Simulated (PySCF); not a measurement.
Two-component Hartree-Fock for Ag(42+) (silver, charge +42)

Start: [He] 2s2 2p1; 2p3/2 filled at m_j = +3/2. Calculated with PySCF 2.14 in an even-tempered Gaussian basis (17 s from 21 bohr⁻², ratio 2.4; 12 p from 27 bohr⁻², ratio 2.4; 5 d from 90 bohr⁻², ratio 2.6; 4 f from 130 bohr⁻², ratio 2.6): generalised Hartree-Fock with the X2C-1e Hamiltonian and a Gaussian nucleus; one run each with spin-orbit coupling (SO) screened by Boettger's factors, then bare. This is a chosen level, not necessarily the ground level.

```csv
spinor shell,electrons,"ε, screened SO (eV)","ε, bare SO (eV)",weight of nominal j (bare SO),"rms radius, bare SO (bohr)"
1s1/2,2,-29333.1,-29333.3,1.000,0.0354
2s1/2,2,-6895.9,-6895.9,1.000,0.138
2p3/2,1,-6597.5,-6594.8,1.000,0.121
```

| quantity | screened SO | bare SO |
| --- | --- | --- |
| E (hartree) | -3016.73794 | -3016.63898 |
| M_J | 3/2 | 3/2 |
| ⟨J²⟩ | 3.750 | 3.750 |
| ⟨L²⟩ | 2.000 | 2.000 |
| ⟨S²⟩ | 0.750 | 0.750 |

Each row is a mean over spinors that exchange with the open shell spreads, by up to 38.502 eV (2s1/2).

Breit and QED terms are absent; they matter most for the inner s and p1/2 levels.

Densities and radii are taken from the X2C orbitals without a picture-change correction, which distorts them close to the nucleus.
